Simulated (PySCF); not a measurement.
**Sb: ionisation energy**

Sb [Kr] 4d10 5s2 5p3 (4S) → Sb⁺ [Kr] 4d10 5s2 5p2 (3P), as a difference of total energies. Calculation: PySCF 2.14, in ANO-RCC-VTZP (7s6p4d2f1g, 68 functions); scalar relativity by spin-free X2C-1e. Correlated levels: valence: [Kr] 4d10 frozen; valence and next inner shell: [Ar] 3d10 frozen. The calculations carry no spin-orbit coupling.

```
                                method  ionisation energy (eV)  plus first-order spin-orbit estimate  error of that sum (eV)
                                   UHF                   8.586                                 8.168                  -0.440
                                   LDA                   9.147                                 8.729                  +0.121
                                   PBE                   8.989                                 8.572                  -0.036
                                  PBE0                   9.064                                 8.646                  +0.038
                                r2SCAN                   9.178                                 8.761                  +0.153
                                B2PLYP                   8.890                                 8.472                  -0.136
                                 wB97X                   8.793                                 8.375                  -0.233
                                 TPSSh                   9.038                                 8.621                  +0.013
                         MP2 (valence)                   8.980                                 8.562                  -0.046
                     SCS-MP2 (valence)                   8.864                                 8.447                  -0.161
    MP2 (valence and next inner shell)                   9.123                                 8.706                  +0.098
SCS-MP2 (valence and next inner shell)                   8.962                                 8.544                  -0.064
```

Reference: 8.608 eV (measured; NIST Atomic Spectra Database, ionization energies).

A first-order spin-orbit estimate (lowest level to lowest level, LS coupling) adds -0.418 eV.

Errors of the correlated levels include the incompleteness of this basis and the frozen core.
